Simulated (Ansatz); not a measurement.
Consider the cleavage of the Ga–Si bond: `F[CH2][GaH][SiH2]Cl` + CH₃NH₂ → `C[NH][GaH][CH2]F` + `[SiH3]Cl`.

Computed with Ansatz on PBE0-D4/def2-TZVP structures; ΔE is electronic, products minus reactants. CCSD(T)/CBS is the MP2 limit (def2-TZVPP, def2-QZVPP) plus CCSD(T) − MP2 in def2-TZVPP, frozen cores. This one scheme is used for every species. Functionals use def2-TZVPP. B3LYP here is the variant with VWN-RPA as its local correlation; programs differ in this. For Ga outer-core shells are correlated without core-valence functions, which leaves a few kJ/mol of doubt a bond. Scalar relativity is left out up to krypton. One conformer a species, not always the lowest.

Task: Is it downhill or uphill in electronic energy at CCSD(T)/CBS, and by how much? (Best estimate.)

Result: The calculation gave: Downhill: ΔE = -45.1 kJ/mol.

Task: What do these levels give: revPBE-D4, BLYP-D4, PBE0-D4, r2SCANh-D4, r2SCAN, B3LYP, r2SCAN0, BHLYP, MP2/def2-TZVPP, CCSD(T)/def2-TZVPP, MP2/def2-QZVPP, MP2/CBS(def2)? (Estimate.)

Result: Ansatz gave: revPBE-D4 -28.9, BLYP-D4 -39.1, PBE0-D4 -29.0, r2SCANh-D4 -38.2, r2SCAN -39.0, B3LYP -38.6, r2SCAN0 -37.1, BHLYP -41.5, MP2/def2-TZVPP -53.2, CCSD(T)/def2-TZVPP -46.9, MP2/def2-QZVPP -52.4, MP2/CBS(def2) -51.4 kJ/mol.

Largest T1 diagnostic among the species: 0.014.

In def2-TZVPP, CCSD(T) changes the Hartree–Fock value by −4.3 kJ/mol (the triples alone add −1.3 kJ/mol) and MP2 by −10.5 kJ/mol. From BLYP to BHLYP (50 % exact exchange), in def2-TZVPP and without D4, ΔE moves by −3.6 kJ/mol.
